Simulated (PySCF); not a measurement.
Computed IR spectrum (relative IR intensity) of a molecule CH7NOSi2. The structure is a stationary point at PBE-D3(BJ)/def2-SVP. One conformer was computed; it need not be the lowest. All values below come from PBE-D3(BJ)/def2-SVP (PySCF). Frequencies are harmonic and unscaled.

Lines under 2 % of the strongest are left out, and lines within 2 cm⁻¹ are merged.

ν (cm⁻¹): 282 (m), 457 (w), 530 (w), 673 (m), 677 (w), 748 (w), 799 (m), 823 (w), 923 (vs), 937 (m), 950 (m), 988 (m), 1079 (w), 1125 (w), 1165 (w), 1304 (w), 2130 (s), 2159 (s), 2166 (m), 2174 (m), 2899 (m), 2970 (w), 3525 (vw) (against the strongest line: vs over 80 %, s over 45 %, m over 15 %, w over 4 %, vw less)

Problem. Which structure fits?
A) [SiH3]/N=C/O[SiH3]
B) C1N[SiH2]O[SiH2]1
C) O[Si@@H]1CN[SiH2]1
D) O[Si@@H]1NC[SiH2]1

Solution. B, C1N[SiH2]O[SiH2]1
